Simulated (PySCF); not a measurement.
C6H9F.
Numbering: `[F:1][C@H:2]1[CH2:3][C:4]12[CH2:5][CH2:6][CH2:7]2` (hydrogens: H8 on C2; H9, H10 on C3; H11, H12 on C5; H13, H14 on C6; H15, H16 on C7)

A linear-response calculation (PySCF, def2-SVPD basis, gas phase, vertical, core orbitals frozen in the response) gave these numbers; the functional is withheld.

Orbital energies (eV): HOMO-3 -11.79, HOMO-2 -10.78, HOMO-1 -9.81, HOMO -9.52, LUMO 2.46, LUMO+1 2.82, LUMO+2 3.00.

| state | E (eV) | f | main configurations (H = HOMO, L = LUMO) |
| --- | --- | --- | --- |
| S1 | 7.80 | 0.0088 | H→L (59%), H→L+2 (16%), H→L+1 (12%) |
| S2 | 8.12 | 0.015 | H-1→L (63%), H→L (8%) |
| S3 | 8.27 | 0.0092 | H→L+2 (44%), H→L (18%) |
| S4 | 8.33 | 0.0027 | H→L+1 (68%) |
| S5 | 8.45 | 0.0029 | H-1→L+2 (70%) |
| S6 | 8.59 | 0.016 | H→L+3 (51%), H→L+2 (15%), H-1→L+1 (12%) |

Triplets, Tamm–Dancoff:

```csv
state,E (eV),λ (nm),"main configurations (H = HOMO, L = LUMO)"
T1,7.58,163.6,"H→L (35%), H→L+2 (31%), H→L+1 (9%)"
T2,7.98,155.3,"H→L+2 (35%), H→L (30%), H→L+4 (12%)"
T3,8.01,154.7,"H-1→L (54%), H-1→L+1 (12%), H-1→L+2 (8%)"
T4,8.12,152.6,"H→L+1 (32%), H→L+3 (26%), H→L+5 (10%)"
```

Vertical ionisation energy by ΔSCF with the same functional: 9.74 eV. Mean static polarisability: 67.3 au.

Task: Which of these was used?
A. HF
B. PBE
C. PBE0
D. wB97X-D

Result: D. wB97X-D is range-separated, 22% exact exchange at short range and 100% at long range (ω = 0.2 bohr⁻¹). In this run −ε(HOMO) = 9.52 eV differs from the ΔSCF value by -0.23 eV, and S1 differs from the orbital gap of 11.98 eV by -4.18 eV. The ratio −ε(HOMO)/IP is 0.98. Usual ranges for neutral molecules in this basis: 0.89 to 0.99 with wB97X-D, 0.5 to 0.7 with PBE, 0.7 to 0.83 with PBE0; with Hartree–Fock the ratio is 1 or more (Koopmans' value less the relaxation energy is the ΔSCF value).

The calculation used PySCF 2.14.0, density-fitted response routines, TDDFT wB97X-D/def2-SVPD, vertical, gas phase, core orbitals frozen in the response. Isolated species at its PBE0-D3(BJ)/def2-SVP geometry, gas phase.

The run took 2.3 min wall on one thread of an Arm Neoverse V1, no GPU (shared host), and the process peaked at 0.92 GiB of memory.
